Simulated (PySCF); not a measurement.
C₄H₇FSi, SMILES [C@H]1(F)[Si@@H](C)C=C1. Coordinates come from a B3LYP-D3(BJ)/def2-SVP optimisation. The structure was generated by enumeration; whether it is a known compound was not checked.

Question: Give the equilibrium geometry at B3LYP-D3(BJ)/def2-SVP (PySCF confirms it by a frequency run) as Cartesian coordinates in Å. (The exact figures need the calculation; the answer reports its results.)

Answer: 
```xyz
13

C      2.1553     0.1939    -0.0919
Si     0.5323    -0.6479    -0.5100
C     -0.4788    -1.3186     0.9221
C     -1.3775    -0.3120     0.8292
C     -1.0077     0.5195    -0.3830
F     -0.7603     1.8573    -0.0801
H      2.5540     0.7252    -0.9713
H      1.9955     0.9276     0.7127
H      2.9136    -0.5342     0.2384
H      0.6871    -1.5079    -1.7244
H     -0.4994    -2.1367     1.6463
H     -2.2383    -0.1068     1.4822
H     -1.7705     0.4918    -1.1813
```
Charge 0, spin multiplicity 1.
